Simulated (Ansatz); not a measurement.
Stepwise reaction of `[F][Nb]([F])([F])([F])[F]` with hydrogen chloride, as a gas-phase model of exchange steps in deposition or etching. ΔE in kJ/mol; ΔG adds harmonic PBE0-D4 terms to CCSD(T)/CBS, at 1 bar.

Gas-phase electronic energies from Ansatz, PBE0-D4/def2-TZVP geometries. CBS: MP2 limit from def2 TZ/QZ plus the TZ coupled-cluster correction, frozen cores. This one scheme is used for every species. Functionals use def2-TZVPP. B3LYP here is the variant with VWN-RPA as its local correlation; programs differ in this. Elements past krypton have def2 core potentials. For Nb outer-core shells are correlated without core-valence functions, which leaves a few kJ/mol of doubt a bond.

| step | reaction | PBE-D4 | B3LYP-D4 | ωB97M-V | CCSD(T)/CBS | ΔG(600 K) |
| --- | --- | --- | --- | --- | --- | --- |
| 1 | `[F][Nb]([F])([F])([F])[F]` + HCl → `[F][Nb]([F])([F])([F])[Cl]` + H–F | 25.4 | 27.9 | 31.0 | 19.6 | 19.2 |
| 2 | `[F][Nb]([F])([F])([F])[Cl]` + HCl → `[F][Nb]([F])([F])([Cl])[Cl]` + H–F | 28.1 | 31.7 | 35.2 | 22.9 | 25.9 |
| 3 | `[F][Nb]([F])([F])([Cl])[Cl]` + HCl → `[F][Nb]([F])([Cl])([Cl])[Cl]` + H–F | 24.5 | 27.0 | 32.1 | 18.2 | 28.1 |

(1) By hand: ΔE of the 3 steps together at CCSD(T)/CBS.

Results:

(1) (19.6) + (22.9) + (18.2) = 60.7 kJ/mol, or 20.2 kJ/mol a step.

In ΔE the steps differ by no more than 4.7 kJ/mol. All are uphill at CCSD(T)/CBS. ΔG lies between 19.2 and 28.1 kJ/mol a step. PBE-D4 differs from CCSD(T)/CBS by 5.2 to 6.3 kJ/mol a step. Isolated molecules leave out the surface, adducts and barriers. Largest T1 diagnostic: 0.021.
